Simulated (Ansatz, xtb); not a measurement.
**A geometry optimisation of C2H4AlI with r2SCAN-D4/def2-SVP**

The starting geometry of this gas-phase singlet was built from a drawn formula by distance geometry and a force field; its bonds are those of `C=[C]([AlH2])I`.

```xyz
8

C     0.3469   -1.5522    2.9589
C    -0.1882   -2.0438    1.8532
Al    0.8957   -2.2508    0.1829
I    -2.1625   -2.6565    1.7907
H    -0.2370   -1.4385    3.8555
H     1.4367   -1.2372    2.9766
H     0.2462   -2.8316   -1.1247
H     2.4265   -1.7793    0.1824
```

**Question.** Predict what it relaxes into with r2SCAN-D4/def2-SVP.

**Answer.** It keeps its bonds, and is `C=[C]([AlH2])I`.

The energy falls by 0.12 eV over 6 steps:

```csv
step,E − E(last) (eV)
1,0.123
2,0.013
3,0.005
4,0.000
5,0.000
6,0.000
```

Final geometry (Å):

| atom | x (Å) | y (Å) | z (Å) |
| --- | --- | --- | --- |
| C | 0.3627 | -1.5473 | 2.9573 |
| C | -0.1376 | -2.0461 | 1.8142 |
| Al | 0.8891 | -2.2492 | 0.1628 |
| I | -2.1937 | -2.6655 | 1.7785 |
| H | -0.2064 | -1.4301 | 3.8878 |
| H | 1.4145 | -1.2289 | 2.9808 |
| H | 0.2306 | -2.8447 | -1.1463 |
| H | 2.4051 | -1.7782 | 0.2403 |

From the same start GFN2-xTB ends elsewhere, differing in Al3–I4 (2.94 against 3.51 Å here).

The end wasn't checked by frequencies. Atoms past krypton carry core potentials, without spin–orbit terms. Run with Ansatz 0.2.0, 56 s on 1 thread of AMD EPYC (Zen 3) (shared host).
